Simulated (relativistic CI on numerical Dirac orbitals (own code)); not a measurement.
## Spin-allowed bands of a d7 ion in a tetrahedral site, by hand

Problem. A d7 ion in a tetrahedral site has a 4A2 ground term and spin-allowed bands at ν1 = 4850 and ν2 = 8423 cm⁻¹ (from a computed ligand-field model). Find Δ and the Racah parameter B, and predict the third band.

Working.
1. The F term splits into A2 (−1.2Δ), T2 (−0.2Δ) and T1 (+0.6Δ), so ν1 = E(T2) − E(A2) = Δ = 4850 cm⁻¹.
2. T1(F) mixes with T1(P), which lies at 15B, through an element 0.4Δ. The two roots, counted from A2, are ν2,3 = ½(15B + 3Δ) ∓ ½√[(15B − Δ)² + 12BΔ].
3. Solving the lower root for B gives B = (2ν1² + ν2² − 3ν1ν2)/(15ν2 − 27ν1) = -4562721/-4605 = 991 cm⁻¹.
4. The sum of the roots is 15B + 3Δ, so ν3 = 15B + 3ν1 − ν2 = 20989 cm⁻¹ (476 nm).

Check. The bands were computed by exact diagonalisation of the d7 shell with B = 990 and Δ = 4850 cm⁻¹, which gives ν3 = 20977 cm⁻¹. C does not enter the terms of highest spin.
